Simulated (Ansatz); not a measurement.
The lowest singlet and triplet of CH2S (SMILES C=S); geometries from B3LYP-D3(BJ)/def2-TZVP, each state relaxed from the structure named, with no frequency check.
Singlet (charge 0, multiplicity 1):
```xyz
4

C     -0.989     0.132     0.223
S      0.565    -0.075    -0.127
H     -1.561     0.979    -0.152
H     -1.540    -0.565     0.852
```
Triplet (charge 0, multiplicity 3):
```xyz
4

C     -1.023     0.173     0.288
S      0.578    -0.093    -0.155
H     -1.569     1.006    -0.137
H     -1.547    -0.565     0.881
```

A positive gap puts the triplet lower; no zero-point energy. R- takes a restricted singlet. The triplet is unrestricted in single-reference levels. Active spaces average the two states.

Cores are frozen in the correlated methods.

The values were computed with Ansatz (an electronic-structure program). 

R-PBE/def2-TZVPP gives -160.7 kJ/mol for the gap E(singlet) − E(triplet), adiabatic.

Question: Predict the shift from PBE, with its sign, for: R-r2SCAN/def2-TZVPP, R-B3LYP/def2-TZVPP, R-wB97M-V/def2-TZVPP, R-B2PLYP/def2-TZVPP, R-MP2/cc-pV(Q+d)Z, R-CCSD(T)/cc-pV(Q+d)Z, SC-NEVPT2 on SA-CASSCF(4,3)/cc-pV(Q+d)Z, FIC-MRCISD+Q on SA-CASSCF(4,3)/cc-pV(Q+d)Z.

Answer: R-r2SCAN/def2-TZVPP 19.7; R-B3LYP/def2-TZVPP 1.7; R-wB97M-V/def2-TZVPP -12.0; R-B2PLYP/def2-TZVPP -7.9; R-MP2/cc-pV(Q+d)Z -33.8; R-CCSD(T)/cc-pV(Q+d)Z -18.8; SC-NEVPT2 on SA-CASSCF(4,3)/cc-pV(Q+d)Z -26.1; FIC-MRCISD+Q on SA-CASSCF(4,3)/cc-pV(Q+d)Z -26.8 kJ/mol. 2 of 8 lie above PBE; the widest gap is to R-MP2/cc-pV(Q+d)Z.

Doubts at one or more of the structures used: a restricted determinant that unrestricted orbitals would lower (R-MP2/cc-pV(Q+d)Z, R-CCSD(T)/cc-pV(Q+d)Z).

Measured: singlet below triplet (a) by 14507.4 cm-1 = 41.5 kcal/mol (with zero-point energy) [Jacox, NIST Chemistry WebBook].
